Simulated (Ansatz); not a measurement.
Mulliken charges of `[CH3][Bi]([F])[F]` from ωB97M-V/def2-TZVPP in Ansatz (PBE0-D4/def2-TZVP geometry).

| atom | x (Å) | y (Å) | z (Å) | charge (e) |
| --- | --- | --- | --- | --- |
| C1 | -0.294 | 0.794 | -0.311 | -0.581 |
| Bi2 | 0.912 | -1.067 | -0.418 | 1.131 |
| F3 | 1.582 | -0.834 | 1.463 | -0.498 |
| F4 | -0.668 | -2.212 | 0.061 | -0.498 |
| H5 | -0.972 | 0.851 | -1.163 | 0.137 |
| H6 | -0.862 | 0.736 | 0.618 | 0.169 |
| H7 | 0.364 | 1.664 | -0.295 | 0.138 |

Q: By hand: the dipole of these point charges (1 e Å = 4.8032 D).

A: Σ q r = (0.519, 0.319, -1.147) e Å, of length 1.299 e Å = 6.24 D.

Q: How does the dipole of the full density compare? (Best estimate.)

A: Computed: (0.277, 0.368, -0.806) e Å, 4.46 D; the point charges give 1.40 times that, at 10° from its direction.

Point charges leave out the atoms' own dipoles, such as those of lone pairs, and Mulliken's split depends on the basis, so the two needn't agree.
